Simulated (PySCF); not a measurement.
Q: What does the PBE0-D3(BJ)/def2-SVP structure of `C=CO[Si](F)(F)F` look like in three dimensions?

A: 
```xyz
10
C2H3F3OSi angstrom
C      2.134   -0.008    0.367
C      0.843   -0.009    0.680
O     -0.132   -0.167   -0.264
Si    -1.741   -0.018   -0.126
F     -2.256    1.362   -0.730
F     -2.456   -1.191   -0.925
F     -2.166   -0.084    1.412
H      2.877    0.114    1.155
H      2.465   -0.129   -0.666
H      0.480    0.107    1.708
```

Orientation and origin are arbitrary. Atoms count from 1 in this order. Of the pairs four or more bonds apart, F7···H10 is among the closest relative to their van der Waals radii: 2.67 Å, 100 % of the sum of Bondi's values. Si4 (fluorine-bound silicon) is tetrahedral (angles from 107.6° to 111.6°). O3 (silyl ether oxygen) is bent (angle 129.7°).

Bonds between heavy atoms (Å): C1=C2 1.328, C2–O3 1.367, O3–Si4 1.622, Si4–F5 1.592, Si4–F6 1.590, Si4–F7 1.597.

Level of theory: PBE0-D3(BJ)/def2-SVP geometry optimisation, gas phase (PySCF 2.14.0).

Point group: near Cs, missed by 0.33 Å at most; the miss may be what the optimiser left on a soft mode. PBE0-D3(BJ)/def2-SVP frequencies: not computed here. One conformer, not necessarily the lowest (C1–C2–O3–Si4 -172°).
